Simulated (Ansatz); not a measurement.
Ansatz (a first-principles code) input (B3LYP-D3(BJ)/def2-TZVP):

Ansatz 0.2 input:
```yaml
crystal:
  periodic: [false, false, false]
  atoms:
    - {symbol: Hf, position_ang: [0.00062220, -0.00152625, -0.16617974]}
    - {symbol: F, position_ang: [1.69377076, -0.00684155, 0.67118886]}
    - {symbol: F, position_ang: [-1.69874835, 0.01905151, 0.65824903]}
basis:
  gaussian:
    orbitals: def2-TZVP
hamiltonian:
  xc: b3lyp
  dispersion: d3bj
phonons: {temperatures: {t_min: 298.15, t_max: 298.15, t_step: 100}}
```

Output:

```
Functional definition: B3LYP
integrals: 0.03 GiB planned
685 factors; their error is unknown
mean field: 0.26 GiB planned
mean field evaluation 1: about -6740.6697 eV, gradient 5.9e1 eV
mean field evaluation 2: about -6689.4255 eV, gradient 1.9e2 eV
mean field evaluation 4: about -6745.9529 eV, gradient 4.3e0 eV
mean field evaluation 8: about -6746.0215 eV, gradient 1.1e-1 eV
mean field evaluation 16: about -6746.0215 eV, gradient 1.3e-5 eV
mean field -6746.02150308 eV, -247.9117176205 hartree, gradient 1.0e-5 eV, S^2 0.000000; 0 other end points of the search recorded, 0 dependent functions left out
the calculation of the forces begins
reference -6746.02172435 eV, -247.9117257521 hartree; 15, 15 occupied and 87, 87 virtual orbitals, 685 factors
these checks for a lower state are left out or cut short: stability, starts, cluster_reference, orbital_swaps, neighbouring_geometries, increment
integrals: 0.03 GiB planned
685 factors; their error is unknown
mean field: 0.26 GiB planned
mean field -6746.02144550 eV, -247.9117155046 hartree, gradient 2.1e-6 eV, S^2 0.000000; 0 other end points of the search recorded, 0 dependent functions left out
the calculation of the forces begins
reference -6746.02166679 eV, -247.9117236370 hartree; 15, 15 occupied and 87, 87 virtual orbitals, 685 factors
these checks for a lower state are left out or cut short: stability, starts, cluster_reference, orbital_swaps, neighbouring_geometries, increment
integrals: 0.03 GiB planned
685 factors; their error is unknown
mean field: 0.26 GiB planned
mean field evaluation 32: about -6746.0214 eV, gradient 2.1e-6 eV
mean field -6746.02144593 eV, -247.9117155204 hartree, gradient 2.1e-6 eV, S^2 0.000000; 0 other end points of the search recorded, 0 dependent functions left out
the calculation of the forces begins
reference -6746.02166719 eV, -247.9117236513 hartree; 15, 15 occupied and 87, 87 virtual orbitals, 685 factors
these checks for a lower state are left out or cut short: stability, starts, cluster_reference, orbital_swaps, neighbouring_geometries, increment
integrals: 0.03 GiB planned
685 factors; their error is unknown
mean field: 0.26 GiB planned
mean field -6746.02148362 eV, -247.9117169053 hartree, gradient 2.1e-6 eV, S^2 0.000000; 0 other end points of the search recorded, 0 dependent functions left out
the calculation of the forces begins
reference -6746.02170491 eV, -247.9117250376 hartree; 15, 15 occupied and 87, 87 virtual orbitals, 685 factors
these checks for a lower state are left out or cut short: stability, starts, cluster_reference, orbital_swaps, neighbouring_geometries, increment
integrals: 0.03 GiB planned
685 factors; their error is unknown
mean field: 0.26 GiB planned
mean field -6746.02148416 eV, -247.9117169252 hartree, gradient 2.1e-6 eV, S^2 0.000000; 0 other end points of the search recorded, 0 dependent functions left out
the calculation of the forces begins
reference -6746.02170541 eV, -247.9117250562 hartree; 15, 15 occupied and 87, 87 virtual orbitals, 685 factors
these checks for a lower state are left out or cut short: stability, starts, cluster_reference, orbital_swaps, neighbouring_geometries, increment
integrals: 0.03 GiB planned
685 factors; their error is unknown
mean field: 0.26 GiB planned
mean field -6746.02147843 eV, -247.9117167147 hartree, gradient 2.1e-6 eV, S^2 0.000000; 0 other end points of the search recorded, 0 dependent functions left out
the calculation of the forces begins
reference -6746.02169974 eV, -247.9117248475 hartree; 15, 15 occupied and 87, 87 virtual orbitals, 685 factors
these checks for a lower state are left out or cut short: stability, starts, cluster_reference, orbital_swaps, neighbouring_geometries, increment
integrals: 0.03 GiB planned
685 factors; their error is unknown
mean field: 0.26 GiB planned
mean field evaluation 64: about -6746.0215 eV, gradient 2.1e-6 eV
mean field -6746.02146072 eV, -247.9117160639 hartree, gradient 2.1e-6 eV, S^2 0.000000; 0 other end points of the search recorded, 0 dependent functions left out
the calculation of the forces begins
reference -6746.02168196 eV, -247.9117241944 hartree; 15, 15 occupied and 87, 87 virtual orbitals, 685 factors
Total energy: -6746.08057336 eV, -247.9138884132 hartree
Atom 0 at     0.000622    -0.001526    -0.166180 Å, force    -0.000003     0.000007     0.000720 eV/Å
Atom 1 at     1.693771    -0.006842     0.671189 Å, force     0.000788    -0.000009    -0.000357 eV/Å
Atom 2 at    -1.698748     0.019052     0.658249 Å, force    -0.000786     0.000003    -0.000363 eV/Å
Dipole moment:     0.000951    -0.002333    -0.254064 e Å
Vibrations: 95.35 649.43 665.36 cm⁻¹, zero-point energy 0.087418 eV
```
